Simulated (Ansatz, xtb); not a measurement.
## C6H8O2: which of two isomers lies lower

Structure I: `O=C1CCC=C1CO`, a singlet. Structure II: `OC[C@@H]1C=CC=C1O`, a singlet. Both are isolated molecules in the gas phase, relaxed with B3LYP/def2-SVP; each stands in its lowest conformer found.

I (Å):

```
atom    x (Å)    y (Å)    z (Å)
   C  -0.6066   1.3596   0.9760
   C  -0.0814   2.7854   1.1471
   C   1.3372   2.7636   0.5460
   C   1.5305   1.3339   0.1033
   C   0.4646   0.5461   0.3443
   C   0.2528  -0.9250   0.0978
   O  -1.7123   0.9559   1.2882
   O  -1.0083  -1.1959  -0.4636
   H  -0.0965   3.0493   2.2169
   H  -0.7637   3.4879   0.6429
   H   2.1143   3.0597   1.2726
   H   1.4466   3.4554  -0.3078
   H   2.4588   0.9934  -0.3658
   H   1.0207  -1.3116  -0.5920
   H   0.3966  -1.4609   1.0622
   H  -1.6619  -0.7662   0.1137
```

II (Å):

```xyz
16

C     2.0472   -0.9869    1.9714
C     1.6671    0.4339    1.5622
C     0.9834    1.2697    2.6179
C    -0.1743    1.7473    2.1029
C    -0.3807    1.2617    0.7352
C     0.6766    0.4733    0.4105
O     2.6438   -1.6099    0.8302
O     0.8888   -0.2021   -0.7306
H     2.7359   -2.5573    0.9923
H     1.1427   -1.5336    2.2970
H     2.7580   -0.9640    2.8184
H     2.5963    0.9377    1.2273
H     1.4004    1.4705    3.6050
H    -0.8704    2.4102    2.6220
H    -1.2368    1.4803    0.0979
H     1.6197   -0.8268   -0.5572
```

Quicker runs give these differences E(II) − E(I): GFN2-xTB +11.3 kcal/mol; HF/STO-3G +21.6 kcal/mol (at GFN2-xTB geometries); r2SCAN-D4/def2-SVP +15.8 kcal/mol (at GFN2-xTB geometries).

**Question.** Estimate E(II) − E(I) at the level CCSD(T)/def2-SVP + ΔMP2/def2-TZVPP.

**Answer.** Calculated at CCSD(T)/def2-SVP + ΔMP2/def2-TZVPP: E(II) − E(I) = +14.5 kcal/mol, so structure I lies lower.

Level by level:

```csv
level,geometry,E(II) − E(I) (kcal/mol),departure from the last row (kcal/mol),"job, with rough time for the two"
GFN2-xTB,GFN2-xTB,+11.3,−3.2,"optimisation, 0.23 s"
HF/STO-3G,GFN2-xTB,+21.6,+7.1,"single point, 0.66 s"
r2SCAN-D4/def2-SVP,GFN2-xTB,+15.8,+1.3,"single point, 8.4 s"
B3LYP/def2-SVP,B3LYP/def2-SVP,+15.8,+1.3,"optimisation, 92 s"
HF/def2-SVP,B3LYP/def2-SVP,+20.0,+5.5,part of the CCSD(T) run
MP2/def2-SVP,B3LYP/def2-SVP,+14.9,+0.4,part of the CCSD(T) run
CCSD(T)/def2-SVP,B3LYP/def2-SVP,+15.9,+1.4,single point
CCSD(T)/def2-SVP + ΔMP2/def2-TZVPP,B3LYP/def2-SVP,+14.5,,"single point, 4.2 min"
```

As drawn, II has 1 C–O, 1 C=C, 1 O–H in place of 1 C=O, 1 C–C, 1 C–H.

The levels shown agree on the order. The largest departure from CCSD(T)/def2-SVP + ΔMP2/def2-TZVPP is that of HF/STO-3G, 7.1 kcal/mol. The last row adds to CCSD(T) the change of the MP2 difference between the two basis sets, here −1.4 kcal/mol.

With thermal terms from frequencies at re-optimised GFN2-xTB minima (ideal gas, soft modes damped towards free rotors, one conformer each, 298.15 K, 1 atm): on the last row, ΔE + ΔZPE = +14.3, ΔH = +14.2, ΔG = +14.7 kcal/mol.

The correlated steps freeze 8 core orbitals. Mirror images aren't counted in ΔG. Programs: Ansatz 0.2.0, xtb 6.7.1; the last row on 2 threads of Arm Neoverse V2 on a shared host.
